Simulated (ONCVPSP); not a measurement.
# Potentials for Ta (Z = 73) compared

Generated with ld1.x 7.5 (TM, RRKJ, ultrasoft, PAW), atompaw 4.2 or ONCVPSP 4.0.1. The cutoff is in Ry: for ld1.x and atompaw files where the sum of valence levels is converged to 10 mRy in a Bessel basis, for ONCV files where the hardest occupied wave has 1 mHa per electron of residual kinetic energy. The error is the largest all-electron minus pseudo excitation energy over each file’s own four to seven test configurations (ionisations up to +4, promotions, holes and added fractions of an electron), all of which were solved. The labels leave out finer settings (local radius, basis sizes, second energies), which also bear on the numbers. Spin-polarised tests are not counted. The rows are a selection from randomly drawn settings: files with unsolved tests, undetermined cutoffs or missed reference levels are left out.

A true bound ghost makes a file unfit for plane-wave use even where its test errors are small: the radial tests pick states by their node count and pass the ghost by.

| potential | cutoff (Ry) | largest error (meV) | bound ghosts |
| --- | --- | --- | --- |
| ONCV, PBEsol, scalar-relativistic, rc 1.75/1.40/1.85 (spd), local smoothed, core correction no, reference 5s2 5p6 5d3 6s2, qcut 5.4/6/5.1, projectors 3/2/2 | 48 | -457 | none |
| ONCV, PBE, scalar-relativistic, rc 1.50/1.65/2.75 (spd), local smoothed, core correction yes, reference 5s2 5p6 5d3 6s1, qcut 6.4/10/7, projectors 2/3/2 | 57 | -33 | none |
| ONCV, PBEsol, scalar-relativistic, rc 2.05/1.35/3.05 (spd), local smoothed, core correction yes, reference 5s2 5p6 5d3 6s0.5, qcut 5.5/6.1/5.8, projectors 2/2/1 | 216 | -12 | none |
| ONCV, LDA (Perdew-Wang 92), non-relativistic, rc 2.30/2.45/2.40 (spd), local smoothed, core correction no, reference 5s2 5p6 5d3 6s1 6p1, qcut 6.8/6.6/5.5, projectors 2/2/2 | 23 | +6.8 | none |
| ONCV, PBE, scalar-relativistic, rc 2.90/3.10/2.20 (spd), local smoothed, core correction yes, reference 5d3 6s1.5, qcut 2/2.6/7.6, projectors 2/3/2 | 28 | -48 | s |
| ONCV, PBE, fully relativistic, rc 2.60/3.00/1.90 (spd), local smoothed, core correction yes, reference 5d3 6s1 6p1, qcut 2.3/3/5.5, projectors 2/2/2 | 25 | -16 | s, p3/2 |

Problem. Fill in the row for Ta: ONCV, LDA (Perdew-Zunger), scalar-relativistic, rc 1.85/1.85/2.15 (spd), local smoothed, core correction yes, reference 5s2 5p6 5d3 6s1, qcut 6/7.1/9.7, projectors 2/2/1.

Solution. cutoff 26 Ry, largest error -60 meV, bound ghosts: none.
